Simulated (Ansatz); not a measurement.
The O3–H4 bond of BH3O2 (SMILES OBO) is stretched (multiplicity 1, the rest rigid).
Geometry at rest (charge 0, multiplicity 1):
```csv
atom,x (Å),y (Å),z (Å)
B,-0.3250,-0.2721,-0.2335
H,-1.1097,-0.9871,-0.7786
O,-0.2746,1.0316,-0.6053
H,0.3860,1.5368,-0.1152
O,0.5165,-0.7231,0.7449
H,0.4133,-1.6573,0.9449
```

Cores are frozen in the correlated methods.

The values were computed with Ansatz (Gaussian orbitals). Each number belongs to the level named beside it.

Energies above the point at 0.965 Å (the B3LYP-D3(BJ) bond length), FIC-MRCISD+Q on CASSCF(4,3)/cc-pVTZ (kcal/mol): 6.25 at 0.869 Å; 5.02 at 1.062 Å; 119.34 at 3.089 Å.

### Question
Take the last value as the depth D of a Morse curve D(1 − e^(−a(R − R₀)))², fit a and R₀ to the two near points, and test it at 1.303 and 1.689 Å.

### Answer

With D = 119.3, both near points (counted from the curve's value at 0.965 Å) are met by a = 2.25 Å⁻¹ and R₀ = 0.960 Å, so k = 2Da² = 1213 kcal/(mol Å²). The curve then gives 34.6 and 77.6 kcal/mol; the level itself gives 35.4 and 82.9, so Morse is off by -0.9 and -5.2.

Doubts at one or more of the structures used: active orbitals that take no part (FIC-MRCISD+Q on CASSCF(4,3)/cc-pVTZ).

Ansatz is a first-principles code.
